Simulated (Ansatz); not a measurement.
This geometry of AlFH5NSi (9 atoms, charge 0, multiplicity 1) is a first-order saddle point.

Computed with Ansatz, RKS BHLYP-D4/def2-SVP.

```xyz
9
Properties=species:S:1:pos:R:3
N -0.968 1.361 0.117
Si 0.221 0.253 0.721
Al 0.583 -1.536 -0.918
F -0.671 -2.590 -1.192
H -0.857 1.783 -0.790
H -1.400 2.013 0.752
H 1.534 0.864 1.091
H -0.320 -0.318 1.982
H 1.878 -1.830 -1.763
```

Problem. Which two structures does it join? (They come from a converged band through this point; their orientation in space is the band's.)

Solution. No bond is made or broken. The dihedral N1–Si2–Al3–H9 goes from 21 to -158°.

Initial state:

```xyz
9
Properties=species:S:1:pos:R:3
N -0.766 1.481 0.025
Si 0.081 0.170 0.782
Al 0.469 -1.527 -0.935
F 0.762 -3.090 -0.455
H -0.418 1.871 -0.836
H -1.172 2.207 0.594
H 1.364 0.540 1.457
H -0.791 -0.358 1.862
H 0.471 -1.295 -2.493
```

Final state:

```xyz
9
Properties=species:S:1:pos:R:3
N -0.738 1.448 0.044
Si 0.064 0.139 0.841
Al 0.469 -1.561 -0.869
F 0.484 -0.989 -2.431
H -0.453 1.714 -0.884
H -1.072 2.245 0.561
H 1.342 0.488 1.536
H -0.822 -0.379 1.917
H 0.726 -3.104 -0.715
```

Problem. How far does it lie above each of them?

Solution. 1.1 kcal/mol above the first and 1.6 kcal/mol above the second. This is the barrier of this one path; another mechanism may lie lower.

Run time: 2.9 min on 1 thread of Arm Neoverse V1, with other jobs on the host, peak memory 0.17 GiB.
